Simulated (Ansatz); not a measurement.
The same path of AlCl2H5O2Sn (11 atoms, charge 0, multiplicity 1) was run twice with different band settings. Lost on the way: Sn1–O2, O7–H11. Made: O2–H11.

Computed with RKS PBE0-D4/def2-SVP (Ansatz).

Relaxed end points:

```xyz
11
Properties=species:S:1:pos:R:3
Sn -0.146 -0.183 0.420
O 0.270 0.614 2.191
H 0.966 1.282 2.147
Cl 1.610 0.673 -0.861
H -1.754 0.166 0.036
Cl -0.326 -2.232 -1.373
O 0.221 -1.988 1.392
Al 0.277 -3.558 0.370
H 1.780 -4.042 0.229
H -0.920 -4.514 0.774
H 0.540 -1.814 2.290
```

```xyz
11
Properties=species:S:1:pos:R:3
Sn 0.611 -0.154 0.009
O -0.712 -0.538 2.207
H -1.467 -1.127 2.069
Cl 1.729 0.226 -2.021
H 0.141 1.388 0.510
Cl -1.077 -1.784 -0.718
O 1.547 -1.605 0.893
Al 0.708 -3.142 0.614
H 1.288 -4.171 -0.437
H -0.196 -3.579 1.858
H -0.053 -1.109 2.632
```

Common settings: spring 5.0 eV/Å²; optimiser quadratic models (default); start path through a guess of the saddle point; force threshold 0.03 eV/Å; iteration limit 60; end points relaxed.

| run | movable images | climbing image |
| --- | --- | --- |
| 1 | 7 | yes |
| 2 | 3 | no |

What does each run give, and how far can it be trusted?

Run 1: converged after 17 iterations, highest image 0.645 eV above the first end. A vibrational analysis at the climbing image gives one clearly imaginary mode, 58i cm⁻¹: a first-order saddle point.
Run 2: converged after 20 iterations, highest image 0.644 eV above the first end. No image climbed, so the highest image needn't sit at the top of the path. So few images can step over the top or miss a turn of the path.
The orbitals stay closed-shell, which can raise the energy where a bond breaks towards radicals; this wasn't checked here.
